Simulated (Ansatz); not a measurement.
A nudged elastic band was laid between two geometries of Cl3FHOTa + H2 (9 atoms, charge 0, multiplicity 1).

Computed with Ansatz 0.2.0, RKS PBE-D4/def2-SVP.

```
movable images  : 5
climbing image  : yes
spring          : 5.0 eV/Å²
optimiser       : quadratic models (default)
start path      : through a guess of the saddle point
force threshold : 0.05 eV/Å
iteration limit : 60
end points      : relaxed
```

Image 0:

```xyz
9
Properties=species:S:1:pos:R:3
Ta 0.010 -0.017 0.234
Cl 2.200 -0.875 0.334
Cl -0.044 -0.053 2.583
F 0.450 0.599 -1.505
Cl -1.596 1.705 0.286
O -1.007 -1.519 -0.166
H -1.506 -2.222 0.285
H 1.058 2.226 0.664
H 1.700 1.790 0.673
```

Image 6:

```xyz
9
Properties=species:S:1:pos:R:3
Ta -0.236 -0.168 0.299
Cl 1.649 -1.596 0.266
Cl 0.108 0.330 2.528
F 0.564 0.734 -1.148
Cl -2.041 1.316 0.136
O -1.364 -1.648 0.010
H -1.143 -2.583 -0.159
H 1.827 2.615 1.110
H 1.902 2.634 0.346
```

(1) What changes between the two ends?

(2) Give the energies along the band, and the barrier.

(3) What is the geometry of the highest image?

The band took 27 iterations and of the order of 15 core-minutes.

Answers

(1) No bond is made or broken.

(2) It converged. The highest image is number 4 of 0 to 6, 1.9 kJ/mol above the first end and 2.8 kJ/mol above the last; the last end lies 0.9 kJ/mol below the first. Beside the main top the profile has a ripple of under 15 meV (maxima at images 1, 4), which may be a very shallow well or noise. A vibrational analysis at the climbing image gives one clearly imaginary mode, 133i cm⁻¹: a first-order saddle point.

| image | path coordinate (Å) | energy (kJ/mol) |
| --- | --- | --- |
| 0 | 0.00 | 0.0 |
| 1 | 1.06 | 1.4 |
| 2 | 2.13 | 0.2 |
| 3 | 3.19 | 1.6 |
| 4 | 4.26 | 1.9 |
| 5 | 5.00 | 0.6 |
| 6 | 5.74 | -0.9 |

(3) 
```xyz
9
Properties=species:S:1:pos:R:3
Ta -0.082 0.003 0.267
Cl 1.995 -1.107 0.360
Cl -0.038 0.138 2.608
F 0.494 0.671 -1.411
Cl -1.690 1.714 0.243
O -1.170 -1.457 -0.111
H -1.166 -2.418 0.046
H 1.242 2.138 0.997
H 1.681 1.952 0.389
```

Time of the run: 3.9 min on 4 threads of Arm Neoverse V2, on a shared host, peak memory 0.2 GiB.
